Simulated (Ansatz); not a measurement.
Start from `BOC=N` and change one atom or group to get `N=CO`.

Ansatz, PBE0-D4/def2-TZVP geometries, multiplicity 1. Each molecule was computed in one conformer, which needn't be the lowest.

| property | `BOC=N` |
| --- | --- |
| size of the dipole moment (PBE/def2-TZVPP) / D | 2.15 |
| LUMO energy (B3LYP/def2-TZVPP) / eV | -1.21 |
| zero-point energy (PBE0-D4/def2-TZVP) / kJ/mol | 151.8 |
| HOMO–LUMO gap (B3LYP/def2-TZVPP) / eV | 7.06 |
| HOMO–LUMO gap (ωB97M-V/def2-TZVPP) / eV | 12.00 |
| LUMO energy (PBE/def2-TZVPP) / eV | -2.02 |

What does the change do to each property? (Best estimate.)

Computed: 
```
                                      property  `N=CO`  shift
size of the dipole moment (PBE/def2-TZVPP) / D    0.90  -1.25
           LUMO energy (B3LYP/def2-TZVPP) / eV    0.14   1.35
zero-point energy (PBE0-D4/def2-TZVP) / kJ/mol   121.9  -29.9
         HOMO–LUMO gap (B3LYP/def2-TZVPP) / eV    8.11   1.05
       HOMO–LUMO gap (ωB97M-V/def2-TZVPP) / eV   13.27   1.27
             LUMO energy (PBE/def2-TZVPP) / eV   -0.68   1.34
```

With PBE0 the HOMO rises by 0.31 eV and the LUMO rises by 1.40 eV, so the gap widens by about 1.09 eV. PBE moves the HOMO by 0.27 eV and ωB97M-V by 0.42 eV. The zero-point energy changes by -29.9 kJ/mol with -6 modes. Dipoles are sizes alone; their direction can turn.

B3LYP here is the variant with VWN-RPA as its local correlation; programs differ in this.
